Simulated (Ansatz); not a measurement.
`O=C=N[Si](F)(Cl)Cl`. Charge 0, multiplicity 1. All single points use the PBE0-D4/def2-TZVP geometry. It is one conformer, not always the lowest.

```xyz
7

O     2.355   -1.542    1.042
C     1.355   -1.114    0.645
N     0.298   -0.721    0.237
Si   -0.754    0.457   -0.327
F    -2.130   -0.241   -0.634
Cl   -1.059    1.879    1.070
Cl   -0.065    1.283   -2.032
```

(1) What is the dipole moment at ωB97M-V/def2-TZVPP? (Estimate.)

(2) And with PBE, r2SCAN, B3LYP? (Estimate.)

(3) Give the Mulliken charges with ωB97M-V, r2SCAN, B3LYP in def2-TZVPP. (Estimate.)

## Answers

(1) Computed: 0.45 D, with components (0.13, 0.43, -0.04) D in this frame, pointing from negative to positive charge.

(2) Computed: PBE 0.41 D, r2SCAN 0.40 D, B3LYP 0.46 D.

(3) The calculation gave: 
```json
{"atom": "O1", "ωB97M-V": "-0.19", "r2SCAN": "-0.19", "B3LYP": "-0.17"}
{"atom": "C2", "ωB97M-V": "0.33", "r2SCAN": "0.31", "B3LYP": "0.26"}
{"atom": "N3", "ωB97M-V": "-0.28", "r2SCAN": "-0.28", "B3LYP": "-0.23"}
{"atom": "Si4", "ωB97M-V": "0.70", "r2SCAN": "0.80", "B3LYP": "0.77"}
{"atom": "F5", "ωB97M-V": "-0.26", "r2SCAN": "-0.27", "B3LYP": "-0.27"}
{"atom": "Cl6", "ωB97M-V": "-0.15", "r2SCAN": "-0.19", "B3LYP": "-0.18"}
{"atom": "Cl7", "ωB97M-V": "-0.15", "r2SCAN": "-0.19", "B3LYP": "-0.18"}
```

B3LYP here is the variant with VWN-RPA as its local correlation; programs differ in this.
